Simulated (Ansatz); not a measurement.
F3OV, SMILES [O]=[V]([F])([F])[F] (connectivity only; charge and spin as stated), charge -1, multiplicity 2.

The structure is a stationary point at r2SCAN-D4/def2-SVPD. The multiplicity is an assumed one; other spin states were not compared. The isomer is the one that the SMILES or the coordinates give; other isomers of the formula were not compared.

Two levels are set side by side: PBE/def2-SVPD (Ansatz, a program for electronic structure) and PBE0/def2-SVPD (Ansatz). Energy differences of separate SCF runs at the same geometry; the states with an electron removed or added have multiplicity 1. Differences are taken from unrounded values.

```json
[
 {"quantity": "vertical ionisation energy (eV)", "PBE": "2.74"}
]
```

These are the PBE values. What does PBE0 give? (The exact figures need the calculation; the answer reports its results.)


```
quantity                         PBE0  PBE minus PBE0
-------------------------------  ----  --------------
vertical ionisation energy (eV)  3.90           -1.16
```
